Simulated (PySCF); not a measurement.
## Unknown compound

The spectra below were simulated for a compound CH7F3NPSi2.

1H NMR (400 MHz, computed): δ 5.32 (m, 1H), 4.92 (m, 1H), 4.61 (m, 1H), 1.10 (m, 2H), 0.23 (br s, 2H).

13C{1H} NMR (computed): δ 143.4 (C).

Non-relativistic Hamiltonian, in vacuum, a single conformation, fast rotation and ring inversion assumed for equivalent nuclei. Shielding tensors at PBE0/pcSseg-1 (GIAO); coordinates at the GFN2-xTB level; PySCF 2.14.0 with density-fitted response routines.

Shifts are taken against calculated references (same method and geometry level): 1H (σref 31.72) and 13C (σref 186.93) against TMS.

Choose the structure that fits.
A. N[SiH2][Si@@H](P)C(F)(F)F
B. FC(F)(F)[Si@H](P)N[SiH3]
C. N[Si@]([SiH3])(P)C(F)(F)F

## Answers

A. 

1. Carbon types of the structure: 1 × C, leaving 7 H on heteroatoms.
2. δC 143.4: CF3 carbon; 3 electronegative neighbours deshield it.
3. δH 5.32, 4.92: hydrogen on a silicon bonded to N, Si.
4. δH 4.61: hydrogen on a silicon bonded to C, P, Si.
5. δH 1.10: hydrogen on a phosphorus bonded to Si.
6. δH 0.23: hydrogen on a nitrogen bonded to Si; exchangeable; this is the value without hydrogen bonding to other molecules.

The others: N[Si@]([SiH3])(P)C(F)(F)F would give 2 signals for carbon-bound and other non-exchanging H, not 4; FC(F)(F)[Si@H](P)N[SiH3] would give 3 signals for carbon-bound and other non-exchanging H, not 4.

OH/NH shifts are gas-phase values; hydrogen bonding in solution moves them, usually downfield. Splittings by 19F and 31P in the carbon and heteronuclear signals aren't shown, as no couplings were computed. Shifts are as computed. Against solution values, carbons near 30 ppm lie about +3 ppm off and those near 130 ppm about +5 ppm. Of 1211 compounds with measured shifts, 218 miss one by over three times the rms of a fit or turn the order of signals round; such compounds aren't used in these exercises. Multiplicities follow the n + 1 count of equivalent neighbours, as no J values were calculated; m marks all less simple cases, F and P coupling included.
